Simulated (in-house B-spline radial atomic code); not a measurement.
## Ionising Ar V (Ar4+) with different functionals

Computed with an all-electron radial atomic-structure program (B-spline basis): four-component Dirac-Coulomb Hamiltonian, Fermi nucleus of rms radius 3.4274 fm, spin-restricted, spherical fractional occupations for the functionals, and exact exchange of hybrids averaged over the configuration. The ionisation energy is the difference of two self-consistent energies, [Ne] 3s2 3p2 → [Ne] 3s2 3p1, without Breit or QED terms; ε is the level of the shell that loses the electron (mean over j). The electron is taken from both j subshells in proportion to 2j + 1, so the result is a j average, not the step between ground levels.

```json
{"method": "B3LYP", "rung": "global hybrid", "ΔSCF (eV)": "?", "-ε(3p) (eV)": "?"}
{"method": "BHandHLYP", "rung": "global hybrid", "ΔSCF (eV)": "73.70", "-ε(3p) (eV)": "69.83"}
{"method": "HSE06", "rung": "range-separated hybrid", "ΔSCF (eV)": "73.73", "-ε(3p) (eV)": "67.31"}
{"method": "LC-wPBE", "rung": "range-separated hybrid", "ΔSCF (eV)": "?", "-ε(3p) (eV)": "?"}
```

(1) What does B3LYP give?

(2) What does LC-wPBE give?

(3) Among the functionals, which spreads more, the ΔSCF values or the orbital energies?

(4) How do they compare with the NIST value?

Answers

(1) ΔSCF 73.82 eV, and -ε(3p) = 67.36 eV.

(2) ΔSCF 73.90 eV, and -ε(3p) = 70.81 eV.

(3) The orbital energies: ΔSCF values span about 0.20 eV and the orbital energies 3.50 eV; here energy differences depend much less on the functional than eigenvalues do.

(4) NIST lists 74.8 eV ± 0.17 (semi-empirical, ground level to ground level). Errors run from -1.14 to -0.94 eV. The correlated functionals all miss on the same side by more than they spread, so the cause is common to them (Breit-QED terms, spin polarisation, the choice among j levels, multiplet and fine-structure energies, or a listed next ion that isn't the cheapest removal here) and closeness doesn't rank the functionals.
